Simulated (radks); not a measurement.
The numbers below are computed, except where a source is named.
Initial-state core-level shifts of the platinum ion Pt2+ when its valence configuration changes from [Xe] 4f14 5d8. Code: a radial shooting solver on a logarithmic mesh with Libxc functionals. Model: scalar-relativistic Kohn-Sham, r2SCAN, spin-unpolarised, spherical densities, finite nucleus; meta-GGA in the generalised Kohn-Sham scheme; Fermi nuclear charge, rms radius 5.427 fm. Shifts are changes of the shell-averaged eigenvalues in eV (positive: less bound); the change of the density at the nucleus, which sets a Mossbauer isomer shift, is in e/bohr^3, on a base of 2.116e+06.

| valence | 2p | 3p | 4s | 5s | density at nucleus |
|---|---|---|---|---|---|
| 4f14 5d6 6s2 | -8.293 | -8.174 | -8.087 | -7.560 | +430.5 |
| 4f13.5 5d8.5 | -6.509 | -7.459 | -6.458 | -2.204 | +63.4 |
| 4f13 5d9 | -13.147 | -15.076 | -12.994 | -4.387 | +128.3 |
| 4f14 5d5 6s2 6p1 | -14.297 | -14.101 | -13.952 | -13.046 | +475.8 |
| 4f13 5d8 6s1 | -17.401 | -19.274 | -17.145 | -8.270 | +339.1 |
| 4f12 5d9 6p1 | -32.906 | -36.829 | -32.292 | -14.417 | +278.1 |
| 4f13 5d8.5 6p0.5 | -16.091 | -18.001 | -15.900 | -7.173 | +135.2 |
| 4f13.5 5d8 6p0.5 | -9.400 | -10.332 | -9.315 | -4.946 | +70.1 |
| 4f13 5d8 6p1 | -19.049 | -20.936 | -18.813 | -9.945 | +143.2 |
